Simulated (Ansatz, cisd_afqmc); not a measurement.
System: Te, charge -1, doublet.

Total energies in def2-TZVPPD, 7 correlated electrons, 9 frozen orbitals. Open shells are spin-unrestricted; no spin-orbit coupling. Cores are frozen in correlated methods (noble-gas shells, and filled d and f shells in the p block). Past Kr the def2 sets carry scalar-relativistic core potentials. The Monte Carlo rows (phaseless AFQMC, CISD trial, step 0.005/hartree) carry one-sigma bars that omit the constraint's bias. Outlying blocks are dropped, and bars are widened where a walk drifts. Over all cases where full CI ran beside it in this data, AFQMC minus full CI had a median of +0.1 mEh and passed +0.4 mEh in a tenth of the cases. Spin-orbit terms, left out, reach several kcal/mol for Br and I, and more for heavier atoms.

```json
[
 {"method": "HF", "program": "Ansatz", "energy (Eh)": "-267.04439", "minus CCSDTQ (mEh)": "135.54"},
 {"method": "MP2", "program": "Ansatz", "energy (Eh)": "-267.15652", "minus CCSDTQ (mEh)": "23.41"},
 {"method": "CCSD", "program": "Ansatz", "energy (Eh)": "-267.17394", "minus CCSDTQ (mEh)": "5.99"},
 {"method": "CCSD(T)", "program": "Ansatz", "energy (Eh)": "-267.17902", "minus CCSDTQ (mEh)": "0.91"},
 {"method": "CCSDT(Q)", "program": "Ansatz", "energy (Eh)": "-267.17991", "minus CCSDTQ (mEh)": "0.02"},
 {"method": "CCSDTQ", "program": "Ansatz", "energy (Eh)": "-267.17993", "minus CCSDTQ (mEh)": "0.00"},
 {"method": "AFQMC/CISD", "program": "cisd_afqmc", "energy (Eh)": "-267.1794 ± 0.0002", "minus CCSDTQ (mEh)": "0.5 ± 0.2"}
]
```

Ansatz is a first-principles code.
